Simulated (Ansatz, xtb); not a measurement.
**FOSi2: where a starting geometry ends**

The starting geometry of this gas-phase doublet has its atoms placed at random.

```yaml
atoms:
  - { symbol: F, position_ang: [-1.2478, -0.4286, -0.6771] }
  - { symbol: O, position_ang: [0.4710, -0.8536, -1.6197] }
  - { symbol: Si, position_ang: [0.7538, 0.7639, -0.4088] }
  - { symbol: Si, position_ang: [0.9311, 0.2388, 1.5686] }
```

Guess where an optimisation with r2SCAN-D4/def2-SVP ends from this start.

It ends as a structure given below by its coordinates. Contacts that open: Si3–Si4 (2.05 → 3.34 Å). Contacts that close: F1–Si3 (2.35 → 1.64 Å), O2–Si3 (2.04 → 1.69 Å), O2–Si4 (3.40 → 1.65 Å).

The energy falls by 8.17 eV over 30 steps:

```csv
step,E − E(last) (eV)
1,8.175
4,4.266
7,1.877
11,1.615
14,1.228
17,0.868
20,0.537
24,0.188
27,0.011
30,0.000
```

Final geometry (Å):

```tsv
atom	x (Å)	y (Å)	z (Å)
F	-1.1777	0.0934	-1.5437
O	0.7055	-0.1221	0.1325
Si	-0.9660	-0.3128	0.0321
Si	2.3463	0.0619	0.2421
```

From the same start GFN2-xTB ends elsewhere, differing in O2–Si4 (3.70 against 1.65 Å here), Si3–Si4 (2.26 against 3.34 Å here).

From so rough a start the end depends on the optimiser's path, so another program may land elsewhere. No frequencies were run, so the end isn't proven a minimum. Open shells are spin-unrestricted. Run with Ansatz 0.2.0, 5.7 min on 1 thread of Intel(R) Xeon(R) Platinum 8259CL CPU @ 2.50GHz (Skylake/Cascade Lake), on a shared host.
